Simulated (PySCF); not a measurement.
Vertical excitation energies

Compound: C5H14AlN.
Structure used (PBE0-D3(BJ)/def2-SVP), in Å, numbered top down from 1:
```xyz
21
C5H14AlN angstrom
C      2.3763    0.2147    1.7553
C      1.0591    0.0345    1.6532
C      0.4080   -0.7524    0.5577
N     -0.4583    0.0336   -0.3580
C      0.3160    1.0414   -1.0938
C     -1.5829    0.6600    0.3483
Al    -1.2470   -1.3056   -1.7340
H      2.8155    0.7715    2.5873
H      3.0674   -0.2021    1.0152
H      0.4041    0.4571    2.4241
H     -0.2263   -1.5492    0.9804
H      1.1701   -1.2445   -0.0655
H      1.1174    0.5432   -1.6565
H     -0.3462    1.5499   -1.8075
H      0.7613    1.7816   -0.4090
H     -2.2606    1.1115   -0.3895
H     -1.2403    1.4435    1.0439
H     -2.1385   -0.1085    0.9033
H     -2.1142   -0.2953   -2.6369
H     -2.0542   -2.2747   -0.7337
H      0.1131   -1.8829   -2.3717
```

Computed with PySCF, TDDFT wB97X-D/def2-SVPD, vertical, gas phase, core orbitals frozen in the response.

| state | E (eV) | E (kJ/mol) | λ (nm) | f | main configurations (H = HOMO, L = LUMO) |
| --- | --- | --- | --- | --- | --- |
| S1 | 6.77 | 653 | 183.2 | 0.0081 | H→L (39%), H→L+2 (36%) |
| S2 | 6.81 | 657 | 182.2 | 0.0080 | H-1→L+2 (43%), H-1→L (30%) |
| S3 | 7.23 | 698 | 171.5 | 0.033 | H-3→L (62%), H-2→L (21%), H-4→L (11%) |
| S4 | 7.45 | 719 | 166.4 | 0.065 | H→L+1 (52%), H-2→L (13%), H→L+2 (8%) |
| S5 | 7.46 | 719 | 166.3 | 0.515 | H-2→L (52%), H-3→L (18%), H→L+1 (10%) |
| S6 | 7.46 | 720 | 166.2 | 0.101 | H-1→L+1 (62%), H→L+1 (11%), H-1→L+2 (9%) |
| S7 | 7.62 | 736 | 162.6 | 0.029 | H→L (40%), H→L+2 (32%) |
| S8 | 7.75 | 748 | 160.0 | 0.0043 | H-1→L (40%), H-1→L+2 (20%), H-1→L+6 (12%) |
| S9 | 7.79 | 751 | 159.2 | 0.0001 | H-1→L+6 (16%), H-1→L (15%), H→L+7 (13%) |
| S10 | 7.96 | 768 | 155.7 | 0.045 | H-2→L+1 (44%), H-2→L+4 (20%), H-2→L+3 (10%) |

Triplets (Tamm–Dancoff): T1 4.47 eV, H-2→L (76%), H-3→L (15%); T2 6.44 eV, H→L+2 (42%), H→L (24%); T3 6.46 eV, H-1→L+2 (44%), H-1→L (21%); T4 6.95 eV, H-3→L (63%), H-4→L (15%), H-2→L (11%).

The lowest singlet lies at 6.77 eV (183 nm, vacuum ultraviolet) and is weak; its leading configuration is HOMO→LUMO (39%). The strongest level in the table is S5 at 7.46 eV (166 nm, f = 0.515). S4/S5/S6 lie within about 0.01 eV of each other. Löwdin shares by element: HOMO (one of a set within 0.03 eV) hydrogen 55% or more, aluminium 36%; LUMO carbon 65% or more, hydrogen 11% or more (atoms not listed hold the other 24%). The oscillator strengths of these states sum to 0.809; summed over the whole spectrum of an exact calculation they would give the number of electrons, 64 (Thomas–Reiche–Kuhn). Of the 10 states listed, 6 reach f = 0.01 and 1 stays under 0.0005. Orbital energies (eV): HOMO-3 -10.41, HOMO-2 -10.19, HOMO-1 -9.26, HOMO -9.25, LUMO 1.16, LUMO+1 1.80, LUMO+2 2.25. No computed singlet lies in the visible range (380 to 750 nm); the lowest, at 183 nm, stands 3.51 eV above its violet end (3.26 eV). The vertical ionisation energy (ΔSCF) is 9.70 eV, 1.74 eV above S10. The window holds the lowest 10 singlets.

On Arm Neoverse V1, one thread, shared host, this took 5.8 min and 1.2 GiB of memory at its peak.

One conformer stands for the species.
